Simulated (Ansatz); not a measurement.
`ClC(Cl)Br` at its PBE0-D4/def2-TZVP geometry, where that method's forces vanish. Total charge 0; spin multiplicity 1.

```tsv
atom	x (Å)	y (Å)	z (Å)
Cl1	1.662	-0.197	0.489
C2	0.022	-0.032	-0.111
Cl3	-0.964	-1.416	0.322
Br4	-0.783	1.619	0.494
H5	0.063	0.027	-1.193
```

Q: For each bond, give half the difference of the two atoms' forces along it (eV/Å; positive pushes the atoms apart) under PBE-D4, r2SCAN-D4, B3LYP-D4, ωB97M-V in def2-TZVPP. (Estimate.)

A: The calculation gave: 
| bond | length (Å) | PBE-D4 | r2SCAN-D4 | B3LYP-D4 | ωB97M-V |
| --- | --- | --- | --- | --- | --- |
| Cl1–C2 | 1.754 | 0.23 | 0.17 | 0.28 | 0.13 |
| C2–Cl3 | 1.754 | 0.23 | 0.17 | 0.28 | 0.13 |
| C2–Br4 | 1.934 | 0.27 | 0.21 | 0.28 | -0.05 |
| C2–H5 | 1.084 | 0.07 | -0.14 | -0.27 | -0.19 |

B3LYP here is the variant with VWN-RPA as its local correlation; programs differ in this.

Computed with Ansatz.
